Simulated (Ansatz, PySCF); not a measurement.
AsH₅, SMILES [AsH5]. Atoms are numbered in the order given.

```xyz
6

As     0.0000     0.0000     0.0000
H      0.0000     0.0000     1.6034
H      0.0000     0.0000    -1.6034
H      1.5291     0.0000     0.0000
H     -0.7646     1.3243     0.0000
H     -0.7646    -1.3243     0.0000
```

Geometry optimised at PBE0-D3(BJ)/def2-TZVP.

Vertical ionisation energy (IE) and electron affinity (EA) in eV. Rows of orbital energies are one-electron estimates. Where ΔSCF, EOM or ADC give a negative EA the extra electron is unbound and the value depends on the basis.

```csv
level,IE,EA
"−ε(HOMO), −ε(LUMO), PBE0/def2-TZVPD (PySCF)",6.03,0.72
"−ε(HOMO), −ε(LUMO), HF/def2-TZVPD (PySCF)",8.67,-1.61
"−ε(HOMO), −ε(LUMO), PBE/def2-TZVPD (PySCF)",4.99,1.50
ADC(2)/aug-cc-pVDZ (PySCF),8.19,-0.33
"ΔSCF, ωB97X-V/def2-TZVPD (Ansatz), final states of multiplicity 2 and 2",8.46,-0.98
"ΔSCF, PBE/def2-TZVPD (Ansatz), final states of multiplicity 2 and 2",8.23,-0.58
```

Q: What vertical singlet–triplet gap does ΔSCF give with ωB97X-V/def2-TZVPD (Ansatz, a quantum-chemistry and plane-wave program) and with PBE/def2-TZVPD (Ansatz)? (The exact figures need the calculation; the answer reports its results.)

A: 3.94 and 3.22 eV (triplet above singlet where positive).

Q: Beyond the first one, list the lowest photoelectron lines from ADC(2)/aug-cc-pVDZ run with PySCF with their pole strengths (two spins summed). (Estimate from the structure and the level; the computed values follow.)

A: 13.70 eV (1.81), 14.18 eV (1.83), 14.18 eV (1.83).
